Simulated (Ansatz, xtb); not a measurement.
## C5H4FN3: which of two isomers lies lower

We compare I, `[H]/N=C\c1ncc(F)cn1`, a singlet, with II, `C=Nc1cnc(F)cn1`, a singlet. Both are isolated molecules in the gas phase, relaxed with B3LYP/def2-SVP; the shapes shown needn't be the lowest conformers.

I (Å):

```xyz
13

C    -1.4923    1.0119   -0.1977
C    -0.8526   -0.3372   -0.2156
C    -0.8568   -2.5034    0.5089
C     0.2908   -2.7396   -0.2506
C     0.8208   -1.6830   -0.9895
F     0.8613   -3.9419   -0.2670
N    -2.5334    1.3249    0.4582
N    -1.4219   -1.3019    0.5215
N     0.2452   -0.4829   -0.9688
H    -2.8615    0.4940    0.9746
H    -0.9816    1.7624   -0.8206
H    -1.3053   -3.3074    1.1041
H     1.7207   -1.8269   -1.5988
```

II (Å):

```yaml
atoms:
  - { symbol: C, position_ang: [-1.9134, 1.3322, -0.0242] }
  - { symbol: C, position_ang: [-0.5268, -0.5242, 0.0628] }
  - { symbol: C, position_ang: [0.6999, -1.0426, 0.5122] }
  - { symbol: C, position_ang: [0.2017, -3.0411, -0.3926] }
  - { symbol: C, position_ang: [-1.0328, -2.5553, -0.8572] }
  - { symbol: F, position_ang: [0.5313, -4.3052, -0.6394] }
  - { symbol: N, position_ang: [-0.8121, 0.8211, 0.3591] }
  - { symbol: N, position_ang: [1.0554, -2.3076, 0.2781] }
  - { symbol: N, position_ang: [-1.3807, -1.2999, -0.6222] }
  - { symbol: H, position_ang: [-2.6773, 0.7703, -0.5889] }
  - { symbol: H, position_ang: [-2.1165, 2.3845, 0.2169] }
  - { symbol: H, position_ang: [1.3874, -0.3995, 1.0693] }
  - { symbol: H, position_ang: [-1.7149, -3.2060, -1.4149] }
```

Quicker runs give these differences E(II) − E(I): GFN2-xTB −0.140 eV; HF/STO-3G +0.267 eV (at GFN2-xTB geometries); r2SCAN-D4/def2-SVP +0.108 eV (at GFN2-xTB geometries).

Question: Which of the two would you expect CCSD(T)/def2-SVP + ΔMP2/def2-TZVPP electronic energies to favour?

Answer: Structure I; the calculation gives E(II) − E(I) = +0.157 eV.

Level by level:

```
                             level        geometry  E(II) − E(I) (eV)  departure from the last row (eV)  job, with rough time for the two
                          GFN2-xTB        GFN2-xTB              −0.140                            −0.297              optimisation, 0.21 s
                         HF/STO-3G        GFN2-xTB              +0.267                            +0.110              single point, 0.44 s
                r2SCAN-D4/def2-SVP        GFN2-xTB              +0.108                            −0.049               single point, 3.8 s
                    B3LYP/def2-SVP  B3LYP/def2-SVP              +0.048                            −0.108                optimisation, 69 s
                       HF/def2-SVP  B3LYP/def2-SVP              +0.124                            −0.033           part of the CCSD(T) run
                      MP2/def2-SVP  B3LYP/def2-SVP              +0.089                            −0.068           part of the CCSD(T) run
                  CCSD(T)/def2-SVP  B3LYP/def2-SVP              +0.125                            −0.032                      single point
CCSD(T)/def2-SVP + ΔMP2/def2-TZVPP  B3LYP/def2-SVP              +0.157                                                 single point, 2 min
```

As drawn, II has 1 C–N, 1 C–H in place of 1 N–H, 1 C–C.

GFN2-xTB puts the two in the other order. The largest departure from CCSD(T)/def2-SVP + ΔMP2/def2-TZVPP is that of GFN2-xTB, 0.297 eV. The last row adds to CCSD(T) the change of the MP2 difference between the two basis sets, here +0.032 eV.

With thermal terms from frequencies at re-optimised GFN2-xTB minima (ideal gas, soft modes damped towards free rotors, one conformer each, 298.15 K, 1 atm): on the last row, ΔE + ΔZPE = +0.127, ΔH = +0.128, ΔG = +0.123 eV.

The correlated steps freeze 9 core orbitals. Codes used: Ansatz 0.2.0, xtb 6.7.1; the last row on 4 threads of Arm Neoverse V1 on a shared host.
